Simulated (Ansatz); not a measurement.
Cartesian coordinates in Å:
```
N 0.2403 -0.5638 -1.6899
Si 0.4584 -1.7566 -0.1193
N 0.5096 -0.3170 1.0113
C -0.2140 0.8089 0.9677
O -0.9487 1.1525 0.0473
O -0.0494 1.5992 2.0484
H 1.1165 -0.2132 -2.0592
H -0.2577 -1.0386 -2.4346
H -1.0592 -1.9083 -0.1368
H 1.1279 -0.3678 1.8061
H -0.3355 0.2213 -1.3288
H -0.5882 2.3835 1.8879
```

Total charge 0; spin multiplicity 1. The bonds changed during the relaxation, so this is another structure than the one it started from.

Question: List the ωB97M-V/def2-TZVPP orbital energies in eV (the Gaussian-basis code of Ansatz). (An estimate is asked.)

Answer: Computed: Occupied: -1806.34, -527.25, -525.47, -396.15, -394.65, -285.63, -147.27, -101.45, -101.39, -101.28, -33.87, -31.13, -28.69, -27.77, -20.25, -18.23, -17.66, -17.58, -17.13, -16.01, -15.61, -14.17, -13.55, -12.08, -11.57, -10.80, -10.12, -7.62. Lowest empty: 1.41, 2.21, 2.95, 3.01, 3.48, 3.98, 4.19, 4.56.
